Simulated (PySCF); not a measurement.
**`Clc1cccc2snnc12`: 4 charge schemes on one density**

Compound: C6H3ClN2S.
Bonds: Cl1–C2, C2–C3 (aromatic), C3–C4 (aromatic), C4–C5 (aromatic), C5–C6 (aromatic), C6–S7 (aromatic), S7–N8 (aromatic), N8–N9 (aromatic), N9–C10 (aromatic), C2–C10 (aromatic), C6–C10 (aromatic). Hydrogens: H11 on C3; H12 on C4; H13 on C5.

Density: PBE0/pcSseg-1 (PySCF); schemes: Mulliken, IAO, Hirshfeld and ESP-fitted. Geometry: GFN2-xTB; no solvent, vibrations or thermal averaging.

Problem. For which atoms does the sign change between the 4 schemes (beyond +0.03 e in one, beyond −0.03 e in another)?

Solution. C3 and C5.

Problem. Do the Mulliken, IAO, Hirshfeld and ESP-fitted schemes agree on where the charge is highest?

Solution. The schemes don't all agree: Mulliken S7 (+0.476); IAO S7 (+0.425); Hirshfeld S7 (+0.157); ESP-fitted C10 (+1.014).

Problem. Give the atomic charges in each scheme.

Solution. In e:

| atom | environment | Mulliken | IAO | Hirshfeld | ESP-fitted |
| --- | --- | --- | --- | --- | --- |
| Cl1 | aryl chlorine | -0.020 | +0.015 | -0.002 | +0.034 |
| C2 | aromatic C–Cl carbon | -0.235 | -0.008 | +0.021 | -0.626 |
| C3 | aromatic CH carbon | +0.048 | -0.167 | -0.056 | +0.272 |
| C4 | aromatic CH carbon | -0.073 | -0.132 | -0.032 | -0.450 |
| C5 | aromatic CH carbon | +0.037 | -0.162 | -0.055 | -0.068 |
| C6 | ring-fusion aromatic carbon | -0.509 | -0.155 | -0.030 | -0.275 |
| S7 | ring sulfur | +0.476 | +0.425 | +0.157 | +0.149 |
| N8 | pyridine-type nitrogen | -0.246 | -0.258 | -0.099 | -0.123 |
| N9 | pyridine-type nitrogen | -0.215 | -0.113 | -0.090 | -0.444 |
| C10 | ring-fusion aromatic carbon | +0.432 | +0.044 | +0.007 | +1.014 |
| H11 | aromatic hydrogen | +0.103 | +0.174 | +0.057 | +0.101 |
| H12 | aromatic hydrogen | +0.110 | +0.168 | +0.062 | +0.220 |
| H13 | aromatic hydrogen | +0.091 | +0.168 | +0.059 | +0.197 |

Mean size of the charges over all atoms: ESP-fitted 0.306 e, Mulliken 0.200 e, IAO 0.153 e, Hirshfeld 0.056 e. Each set sums to the total charge, 0, to within 0.001 e. The Mulliken scheme gives each basis function's population to the atom it is centred on and halves the overlap population of two atoms between them. The Hirshfeld scheme divides the density at each point in proportion to the densities of the neutral, spherically averaged free atoms.

Problem. How many electrons does the Mulliken scheme count on Cl1?

Solution. Z − q = 17 − (-0.020) = 17.020.

Problem. Sum the charges by element, for elements with more than one atom.

Solution. 
```csv
element,atoms,Mulliken,IAO,Hirshfeld,ESP-fitted
C,6,-0.300,-0.580,-0.144,-0.133
N,2,-0.461,-0.371,-0.189,-0.567
H,3,+0.304,+0.510,+0.178,+0.517
```
